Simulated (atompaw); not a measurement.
**How hard is this Ag PAW (atompaw) potential?**

| Item | Value |
| --- | --- |
| Element | Ag (Z = 47) |
| Generator | atompaw 4.2.0.5 |
| Type | PAW |
| Functional | PBE |
| Relativity | scalar-relativistic |
| Frozen core | [Ar] 3d10 |
| Valence charge | 19 |
| Reference configuration | 4s2 4p6 4d10 5s0.5 5p0.5 |
| Partial waves | 4s (bound): rc 1.45 bohr; 5s (bound): rc 1.85 bohr; 4p (bound): rc 1.25 bohr; 5p (bound): rc 1.85 bohr; 4d (bound): rc 1.20 bohr; 4d channel at 1.25 Ry: rc 1.85 bohr |
| Local potential | troulliermartins scheme with l = 3 at 0 Ry, radius 1.45 bohr |
| Core correction | smooth core density matched at 1.80 bohr |
| Augmentation charge | sinc compensation charge, radius 1.55 bohr; PAW radius 1.85 bohr; waves and projectors: custom polynom vanderbiltortho |

The pseudo-atom Hamiltonian at the reference potential is diagonalised in spherical Bessel functions j_l(qr) that vanish at 20 bohr, with q² up to the cutoff. All-electron valence levels (Ry): 4s -7.0658, 5s -0.3782, 4p -4.3849, 5p -0.0935, 4d -0.6258.

Problem. How do the lowest levels (Ry) of each channel move with the cutoff, and are there ghosts?

Solution.

```json
{"cutoff (Ry)": "8", "s #1": "-5.7432", "s #2": "-0.3392", "s #3": "-0.0191", "p #1": "-0.1231", "p #2": "0.0184", "d #1": "0.0319", "f #1": "0.0849", "f #2": "0.2107", "Σ f·Δε (mRy)": "34826.9"}
{"cutoff (Ry)": "15", "s #1": "-6.9388", "s #2": "-0.3773", "s #3": "-0.0227", "p #1": "-2.2454", "p #2": "-0.0894", "d #1": "0.0317", "f #1": "0.0849", "f #2": "0.2107", "Σ f·Δε (mRy)": "19668.6"}
{"cutoff (Ry)": "25", "s #1": "-7.0639", "s #2": "-0.3781", "s #3": "-0.0228", "p #1": "-4.2468", "p #2": "-0.0934", "d #1": "0.0299", "f #1": "0.0849", "f #2": "0.2107", "Σ f·Δε (mRy)": "7389.4"}
{"cutoff (Ry)": "40", "s #1": "-7.0653", "s #2": "-0.3782", "s #3": "-0.0228", "p #1": "-4.3823", "p #2": "-0.0934", "d #1": "-0.5891", "f #1": "0.0849", "f #2": "0.2107", "Σ f·Δε (mRy)": "383.4"}
{"cutoff (Ry)": "50", "s #1": "-7.0657", "s #2": "-0.3782", "s #3": "-0.0228", "p #1": "-4.3840", "p #2": "-0.0935", "d #1": "-0.6213", "f #1": "0.0849", "f #2": "0.2106", "Σ f·Δε (mRy)": "50.6"}
{"cutoff (Ry)": "70", "s #1": "-7.0658", "s #2": "-0.3782", "s #3": "-0.0228", "p #1": "-4.3846", "p #2": "-0.0935", "d #1": "-0.6250", "f #1": "0.0849", "f #2": "0.2106", "Σ f·Δε (mRy)": "9.6"}
{"cutoff (Ry)": "100", "s #1": "-7.0658", "s #2": "-0.3782", "s #3": "-0.0228", "p #1": "-4.3849", "p #2": "-0.0935", "d #1": "-0.6256", "f #1": "0.0849", "f #2": "0.2106", "Σ f·Δε (mRy)": "2.1"}
{"cutoff (Ry)": "140", "s #1": "-7.0658", "s #2": "-0.3782", "s #3": "-0.0228", "p #1": "-4.3849", "p #2": "-0.0935", "d #1": "-0.6257", "f #1": "0.0849", "f #2": "0.2106", "Σ f·Δε (mRy)": "0.4"}
{"cutoff (Ry)": "400", "s #1": "-7.0658", "s #2": "-0.3782", "s #3": "-0.0228", "p #1": "-4.3849", "p #2": "-0.0935", "d #1": "-0.6258", "f #1": "0.0849", "f #2": "0.2106", "Σ f·Δε (mRy)": "0.0"}
```

Result: no extra level below or beside the all-electron valence levels (s, p, d, f tested); 10 mRy is reached at 70 Ry and 1 mRy at 110 Ry.
